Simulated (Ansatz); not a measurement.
Coupled-cluster diagnostics for the cluster Li4Se2⁺, Ansatz.

Geometry of the doublet (PBE-D4/def2-SVP):

```
atom    x (Å)    y (Å)    z (Å)
 Li1  -0.1012  -0.3361  -0.1259
 Li2  -2.5818  -3.3323  -2.7482
 Li3  -0.2527   2.5980   2.4944
 Li4   3.2763   1.6034   0.7171
 Se5  -1.3801  -1.8791  -1.4268
 Se6   1.0395   1.3461   1.0893
```

Correlated methods freeze 18 core orbitals; core or outer-core shells of Li, Se are correlated, in sets that lack core-valence functions. Another isomer (doublet) lies 1.00 eV lower at PBE0-D4/def2-TZVP; other spin states weren't run for this one.

(1) Estimate the CCSD(T) correlation energy, the shares of MP2 and (T), T1 and the reference's ⟨S²⟩ for: charge 1, doublet, own geometry in def2-SVP; and the rough time on 4 threads of Arm Neoverse V1 on a shared host.

Results:

(1) 
```json
{"state": "charge 1, doublet, own geometry", "basis": "def2-SVP", "correlation (eV)": "-13.231", "MP2 share (%)": "96.5", "(T) share (%)": "2.1", "T1": "0.006", "⟨S²⟩ (pure)": "0.76 (0.75)", "wall time": "23 s"}
```
Customary marks for T1 are 0.02 (closed shells), 0.045 (open shells) and about 0.05 (3d metals). T1 stays under 0.02 throughout.
